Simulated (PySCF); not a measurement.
Isomers of C7H9NSi. Level of theory: PBE0-D3(BJ)/def2-SVP geometry optimisation, gas phase in PySCF 2.14.0. One conformer each; no zero-point energy, no entropy. No frequencies were run at this level. Point groups hold within 0.08 Å.

Question: Rank from lowest to highest electronic energy at this level (kJ/mol).
A. `[cH:1]1[cH:2][c:3]([SiH:4]2[CH2:5][CH2:6]2)[cH:7][cH:8][n:9]1` with C2–C3–Si4–C5 154°
B. `[CH3:1][C:2]#[C:3][SiH2:4][n:5]1[cH:6][cH:7][cH:8][cH:9]1` with C3–Si4–N5–C6 122°

Answer: A (0.0), B (18.4).

As drawn, the lower has a three-membered ring, which the higher lacks; the higher has a C≡C bond, which the lower lacks.

```
             SMILES      E (Eh)  E rel (kJ/mol)  dipole (D)  point group       A, B, C (MHz)
c1cc([SiH]2CC2)ccn1  -615.54791             0.0        1.89      near Cs  3834, 820.3, 715.2
  CC#C[SiH2]n1cccc1  -615.54090            18.4        2.86           C1  2979, 676.6, 602.8
```

How do the relative energies change in single points at PBE0/pcSseg-1 (no added dispersion term) on the same geometries?

| SMILES | PBE0-D3(BJ)/def2-SVP (kJ/mol) | PBE0/pcSseg-1 (kJ/mol) | shift |
| --- | --- | --- | --- |
| c1cc([SiH]2CC2)ccn1 | 0.0 | 0.0 | 0.0 |
| CC#C[SiH2]n1cccc1 | 18.4 | 7.4 | -11.0 |

Each column counts from its own lowest isomer. The order is unchanged; the largest shift is 11.0 kJ/mol.

As an exercise, what shares would exp(−E/RT) give at 500 K from these electronic energies alone (no entropy, no degeneracies)?

RT = 4.157 kJ/mol: c1cc([SiH]2CC2)ccn1 98.8 %, CC#C[SiH2]n1cccc1 1.2 %.
